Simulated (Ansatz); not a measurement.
Consider the silylene loss: `B[Si](O)(F)[SiH3]` → `B[SiH](O)F` + `[SiH2]`.

Computed with Ansatz on PBE0-D4/def2-TZVP structures; ΔE is electronic, products minus reactants. CCSD(T)/CBS adds triple-zeta CCSD(T) − MP2 to the extrapolated MP2 energy (def2 sets, frozen cores). This one scheme is used for every species. DFT in def2-TZVPP. B3LYP here is the variant with VWN-RPA as its local correlation; programs differ in this. One conformer a species, not always the lowest.

CCSD(T)/CBS gives +227.6 kJ/mol.

Another level gave +220.8 kJ/mol. Which?
A. PBE0/def2-TZVPP
B. r2SCAN-D4/def2-TZVPP
C. B3LYP-D4/def2-TZVPP
D. ωB97M-V/def2-TZVPP

D. ωB97M-V 220.8, r2SCAN-D4 254.8, PBE0 242.8, B3LYP-D4 228.0 kJ/mol.

Largest T1 diagnostic among the species: 0.014.

In def2-TZVPP, CCSD(T) changes the Hartree–Fock value by +21.2 kJ/mol (the triples alone add +5.8 kJ/mol) and MP2 by +34.0 kJ/mol. The D4 term adds +13.8 kJ/mol with B3LYP and +7.6 kJ/mol with PBE0; it sums over pairs of atoms, weighted by their polarisabilities, and B3LYP, whose exchange is more repulsive, gets the larger term. From PBE to PBE0 (25 % exact exchange), in def2-TZVPP and without D4, ΔE moves by +4.1 kJ/mol.
